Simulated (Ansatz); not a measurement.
Correlation energies of CH8AlNSi (`C[SiH](N)[AlH2]`) by basis set

```xyz
12

C     0.646    1.599    0.210
Si    0.465   -0.257   -0.069
N     0.309   -1.207    1.370
Al   -1.458   -0.817   -1.502
H    -0.240    2.024    0.690
H     1.508    1.811    0.848
H     0.799    2.119   -0.741
H     1.739   -0.694   -0.720
H    -0.590   -1.315    1.810
H     1.052   -1.250    2.050
H    -1.454   -0.555   -3.074
H    -2.776   -1.458   -0.871
```

Charge 0, multiplicity 1. The geometry is a stationary point of PBE0-D4/def2-TZVP. It is one conformer, not always the lowest. Frozen core, restricted reference, Ansatz. CBS rows extrapolate triple and quadruple zeta; past MP2 they add the triple-zeta difference.

```
     basis     HF (Eh)  MP2 corr.  CCSD corr.       (T)  CCSD(T) total
def2-TZVPP  -627.90058   -0.60059    -0.65535  -0.02348     -628.57941
def2-QZVPP  -627.92160   -0.64274           –         –              –
 CBS(def2)  -627.92449   -0.67396    -0.72873     as TZ     -628.67670
```
